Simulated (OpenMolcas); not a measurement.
**Fe⁴⁺: effect of the IPEA shift**

```json
{"Program": "OpenMolcas 26.06", "Basis": "ANO-RCC-VTZP [6s5p3d2f1g]", "Scalar Hamiltonian": "DKH2, point nucleus", "Active space": "10 electrons in 8 orbitals (RAS1 3p, at most 2 holes; RAS2 3d)", "State averaging": "2S+1 = 5 even, 5 roots; 2S+1 = 3 even, 45 roots; 2S+1 = 1 even, 44 roots", "Spin-orbit coupling": "RASSI with atomic mean-field integrals over the reference wave functions, term energies averaged over their components"}
```

Methods on the same reference wave functions:
A. RASSCF
B. MS-RASPT2, IPEA 0 Eh, imaginary shift 0.1 Eh (closed shells correlated: 3s)
C. MS-RASPT2, IPEA 0.25 Eh, imaginary shift 0.1 Eh (closed shells correlated: 3s)

Energies in cm⁻¹ above 3d⁴ ⁵D₀, the measured ground level; measured values from Corliss and Sugar, J. Phys. Chem. Ref. Data 11, 135 (1982).

```tsv
Level	A	B	C	Measured
3d⁴ ⁵D₀	0.0	0.0	0.0	0.0
3d⁴ ⁵D₁	158	158	158	142
3d⁴ ⁵D₂	464	464	463	417
3d⁴ ⁵D₃	900	899	898	803
3d⁴ ⁵D₄	1448	1446	1446	1283
3d⁴ ³P₀(1)	25103	24230	24870	24055
3d⁴ ³P₁(1)	26037	25170	25810	24973
3d⁴ ³P₂(1)	27646	26760	27400	26468
3d⁴ ³H₄	28997	24930	25440	24932
3d⁴ ³H₅	29358	25270	25780	25226
3d⁴ ³F₂(1)	29590	26990	27670	26761
3d⁴ ³H₆	29733	25640	26160	25528
3d⁴ ³F₃(1)	29751	27080	27760	26842
3d⁴ ³F₄(1)	29968	27250	27930	26974
3d⁴ ³G₃	34579	30230	30830	29817
3d⁴ ³G₄	34972	30630	31220	30147
3d⁴ ³G₅	35341	30950	31540	30430
3d⁴ ¹G₄(1)	41521	37800	38270	36586
3d⁴ ³D₃	42478	37530	38230	36630
3d⁴ ³D₂	42577	37660	38360	36758
3d⁴ ³D₁	42738	37790	38500	36925
3d⁴ ¹I₆	43750	37890	38310	37512
3d⁴ ¹S₀	44585	41250	41980	39633
3d⁴ ¹D₂	49853	47720	48010	46291
```

Deviations, from unrounded energies. A percentage is the sum of absolute deviations over the sum of measured energies, with the sign that they share, or ± where signs differ.

| Against measurement | Levels | A | B | C |
| --- | --- | --- | --- | --- |
| mean absolute deviation (cm-1) | 23 | 3300 | 460 | 950 |
| fine structure of the ground term (%) | 4 | +12.3 | +12.2 | +12.1 |
| other terms of the ground configuration (%) | 19 | +12.8 | ±1.7 | +3.6 |

B lies closest to measurement on these levels and A furthest from it. The largest miss of B in the table is 3d⁴ ¹S₀, by +1600 cm-1. The ranking rests on the paired levels alone, and a cruder setting can come out closer through cancelling errors.

Between B and C the level of the table that moves most is 3d⁴ ¹S₀, by 730 cm-1 (lowest in B, highest in C). Moves below CASPT2's spread within the term are not significant.

The mean deviations of B to C differ by less than CASPT2's widest spread within a term (1200 cm-1), so their order carries little weight.

From A to B the spin-free energies of the other terms of 3d⁴ shown, above ⁵D, scale by factors of 0.86 to 0.97, as is usual when dynamic correlation screens the repulsion within a d or f shell.

The lowest spin-free term lies below A's lowest term by 0.288 hartree in B, 0.284 hartree in C.

CASPT2 breaks the degeneracy within a term, and the mean is taken; among the terms shown or strongly mixed into the levels shown the widest spread is 1200 cm-1 (3d⁴ ¹I, C). Active for correlation alone: 3p; no level in the range computed is led by a configuration that opens it, so any true level of that kind is missing. The CASPT2 spread within a term exceeds the gap to the next term for 3d⁴ ¹G(1) and 3d⁴ ³D, 3d⁴ ³D and 3d⁴ ¹I, so the order of their levels is uncertain (figures for B; the like holds for C). Without dynamic correlation excited terms often stand tens of per cent too high (terms of higher spin than the ground term too low), and those without a measured partner can miss by more than the paired ones (holds for A). Some levels mix across a computed gap that differs much from the measured one, so their mixing is not that of the real levels (holds for A). Measured partners are found by configuration, term and J. A level has none where our copy of the source lacks it or the pairing is in doubt (some pairs that miss far off the trend of their configuration count as doubtful), and it then counts in no deviation. Only configurations of the active space appear. Levels that lie high or do not pair safely by name in every column are left out.

A number in round brackets counts repeated terms of one configuration in the order of the reference energies.
